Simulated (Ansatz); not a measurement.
MoO2F2. Total charge 0; triplet. Geometry PBE-D4/def2-SVP, that of the neutral singlet; atoms count from 1.

Cartesian coordinates in Å:
```
Mo 0.0003 0.0040 0.0060
O 1.2521 1.0360 0.4677
O -1.1647 0.0976 1.2222
F 0.6394 -1.7304 -0.1041
F -0.7271 0.5928 -1.5919
```

In the def2 sets Mo takes a core potential; there is no spin–orbit coupling. At PBE0-D4/def2-TZVP a singlet of charge 0 lies 3.81 eV below the triplet at the same geometry.

**Question.** Estimate the Mulliken populations from the PBE0/def2-TZVP orbitals of Ansatz.

**Answer.** 
```tsv
atom	charge (e)	spin (α − β)	d electrons
Mo1	1.74	0.62	3.76
O2	-0.40	0.67	–
O3	-0.40	0.67	–
F4	-0.47	0.02	–
F5	-0.47	0.02	–
```
Mulliken values depend strongly on the basis.

**Question.** Where does the spin sit?

**Answer.** Summed by element: Mo 0.62, O 1.34, F 0.05, of 2 unpaired in all. Largest on single atoms: O2 0.67, O3 0.67, Mo1 0.62.

**Question.** And the Mayer bond orders between heavy atoms (over 0.3)?

**Answer.** Mo1–O2 1.51 (1.69 Å); Mo1–O3 1.51 (1.69 Å); Mo1–F4 0.80 (1.85 Å); Mo1–F5 0.80 (1.85 Å).
